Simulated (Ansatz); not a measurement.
`C=[N][AlH][SiH2]Br`, 10 atoms. Charge 0, multiplicity 1. Correlated methods include outer-core shells of Br, which these sets cover unevenly. Scalar relativity is left out up to krypton. All runs use 4 threads of a server CPU on a shared host. Correlated methods freeze the cores.

(1) How many basis functions does each run have, and how long does it take in Ansatz? RKS PBE0-D4/def2-QZVPP energy; RKS PBE0-D4/def2-TZVP frequencies; RKS PBE-QIDH (frozen core)/def2-TZVPP energy; RKS ωB97M-V/def2-QZVPP energy; RHF-MP2/def2-QZVPP energy; RKS B97M-V/def2-TZVPP energy; RHF-CCSD(T)/def2-SVP energy; RKS PBE0-D4/def2-SVP energy; RKS B2PLYP (frozen core)/def2-TZVPP energy; RKS B3LYP-D4/def2-TZVPP energy and forces; RKS PBE0-D4/def2-TZVP relaxation (15 steps); RKS ωB97M-V/def2-SVP energy. (Estimate.)

Results:

(1) The calculation gave: Other jobs shared the machine, so times are rough.

| level | job | functions | wall time | peak host memory (GiB) |
| --- | --- | --- | --- | --- |
| RKS PBE0-D4/def2-SVP | energy | 121 | 1.6 s | 0.28 |
| RKS ωB97M-V/def2-SVP | energy | 121 | 6.5 s | 0.43 |
| RKS B3LYP-D4/def2-TZVPP | energy and forces | 264 | 7 s | 0.88 |
| RKS B2PLYP (frozen core)/def2-TZVPP | energy | 264 | 7.5 s | 0.74 |
| RKS PBE-QIDH (frozen core)/def2-TZVPP | energy | 264 | 7.5 s | 0.75 |
| RHF-CCSD(T)/def2-SVP | energy | 121 | 9 s | 0.61 |
| RKS PBE0-D4/def2-QZVPP | energy | 493 | 13 s | 2.3 |
| RKS B97M-V/def2-TZVPP | energy | 264 | 14 s | 0.48 |
| RKS ωB97M-V/def2-QZVPP | energy | 493 | 30 s | 2.7 |
| RHF-MP2/def2-QZVPP | energy | 493 | 31 s | 3 |
| RKS PBE0-D4/def2-TZVP | relaxation (15 steps) | 214 | 79 s | 0.7 |
| RKS PBE0-D4/def2-TZVP | frequencies | 214 | 3.6 min | 0.69 |

B3LYP here is the variant with VWN-RPA as its local correlation; programs differ in this.
